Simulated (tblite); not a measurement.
C₅H₁₁NO₂Si₂.
Structure used (GFN2-xTB), in Å, numbered top down from 1:
```xyz
21
C5H11NO2Si2 angstrom
C     -3.5362    0.3052   -0.7988
O     -2.2606    0.8433   -0.5875
Si    -1.1309    0.3540    0.4553
C      0.3483    1.4856    0.1256
C      1.6786    0.7888    0.4094
C      1.9435   -0.3883   -0.5493
C      3.3056   -0.8091   -0.4462
N      4.3931   -1.1543   -0.3463
Si     0.7643   -1.8658   -0.2042
O     -0.6692   -1.1867    0.1376
H     -3.4810   -0.7727   -0.9587
H     -4.1756    0.5021    0.0639
H     -3.9610    0.7863   -1.6802
H     -1.5820    0.2826    1.8422
H      0.3409    1.8365   -0.9085
H      0.2897    2.3757    0.7512
H      2.4948    1.5134    0.3106
H      1.6908    0.4267    1.4408
H      1.7917   -0.0384   -1.5773
H      1.1854   -2.5972    0.9856
H      0.5608   -2.6705   -1.4035
```

Computed with GFN2-xTB (tblite): harmonic, unscaled wavenumbers at the GFN2-xTB geometry, gas phase. Against measured fundamentals such values can be off by several per cent, at times by over 20. Modes of hydrogen on silicon can be 10 to 20 % off. One conformer, not necessarily the lowest.

Harmonic wavenumbers (cm⁻¹): 29.6, 53.2, 78.9, 102.0, 121.3, 125.3, 172.6, 219.3, 243.7, 273.4, 292.0, 305.9, 411.9, 453.8, 502.6, 539.4, 592.7, 614.7, 644.9, 683.0, 716.6, 724.1, 750.5, 764.1, 800.0, 816.7, 943.0, 990.6, 1005.3, 1046.9, 1065.2, 1108.4, 1127.5, 1132.3, 1155.6, 1157.5, 1219.2, 1250.2, 1303.9, 1343.1, 1408.7, 1475.2, 1477.7, 1483.4, 1505.0, 2288.5, 2300.1, 2311.7, 2394.1, 2908.1, 2926.0, 2961.4, 2964.3, 2971.4, 2974.3, 2991.8, 3000.5.

A = 2330, B = 557.8, C = 486.1 MHz; mass 173.033 u (most abundant isotopes); point group C1, symmetry number 1.

Zero-point energy?

½Σν̃ = 33612 cm⁻¹ = 96.10 kcal/mol.

Give the ideal-gas entropy at 298.15 K and 1 bar in the rigid-rotor, harmonic-oscillator model (classical rotation).

Translation 41.38, rotation 30.61, vibration 41.44: S = 113.4 cal/(mol K).

And Cp and H(298.15 K) − H(0)?

Cp = 47.74 cal/(mol K), of which vibrations give 39.79 (their classical limit is 57 R = 113.3); H(298.15 K) − H(0) = 8.64 kcal/mol without the zero-point energy, 6.27 from vibrations.

Which modes carry the vibrational entropy at 298.15 K?

29.6 cm⁻¹: 5.86; 53.2 cm⁻¹: 4.69; 78.9 cm⁻¹: 3.92; 102.0 cm⁻¹: 3.42; 121.3 cm⁻¹: 3.08; 125.3 cm⁻¹: 3.02 cal/(mol K); the other 51 give 17.46 together.

How do the functions run with temperature in this model?

```csv
T (K),S (cal/(mol K)),Cp (cal/(mol K)),H − H(0) (kcal/mol),G − H(0) (kcal/mol),ln q(vib)
50,63.3,16.0,0.57,-2.59,1.03
100,76.8,23.4,1.57,-6.12,2.92
373.15,125.1,56.1,12.54,-34.13,12.90
500,143.2,67.9,20.43,-51.16,17.20
750,174.0,84.0,39.58,-90.94,25.10
1000,199.7,94.4,61.96,-137.75,32.25
```

q(vib) and H(0) count from the zero-point level.

What must be added to the electronic energy to get the Gibbs energy at 298.15 K and 1 bar?

ZPE + [H(298.15 K) − H(0)] − T·S = 96.10 + 8.64 − 33.82 = 70.92 kcal/mol.

Blend soft modes into free rotors: weight 1/[1 + (100 cm⁻¹/ν̃)⁴] for the oscillator and the rest for a rotor with moment μB/(μ + B), μ = h/(8π²ν), B = 10⁻⁴⁴ kg m². What vibrational entropy results?

37.44 cal/(mol K) in place of 41.44, which changes −T·S at 298.15 K by +1.19 kcal/mol.

Hindered rotation and anharmonicity are outside this model. Other conformers, if any are populated, would add a mixing term that is left out. The structure is chiral; the term R ln 2 for an equal mix with its mirror image is left out.
